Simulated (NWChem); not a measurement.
A series in which one site is exchanged, each optimised at PBE0/def2-SVP with NWChem, gas phase unless a solvent is named. All stand in one matching conformer (torsions within 35°), which need not be the lowest. For some, no frequency run checked for a minimum. def2 effective core potentials on Zr, Hf; no spin-orbit coupling.

A: [OH][GeH2][OH] (GeH₄O₂; site = Ge)
B: [OH][HfH2][OH] (HfH₄O₂; site = Hf)
C: [OH][TiH2][OH] (TiH4O2; site = Ti)
D: [OH][ZrH2][OH] (ZrH4O2; site = Zr)

Values for A:

```
Quantity                                        Value
----------------------------------------------  -----
dipole (D), PBE0/def2-SVP                        0.27
orbital gap (eV), PBE0/def2-SVP                  9.47
static polarisability, B3LYP/def2-SVPD (bohr³)   40.0
```

### Question
How do these values change for the other members?

### Answer
```
change from A                                       B      C      D
----------------------------------------------  -----  -----  -----
dipole (D), PBE0/def2-SVP                       +3.16  +3.48  +3.15
orbital gap (eV), PBE0/def2-SVP                 -2.91  -3.26  -3.17
static polarisability, B3LYP/def2-SVPD (bohr³)  +14.4  +10.7  +16.2
```
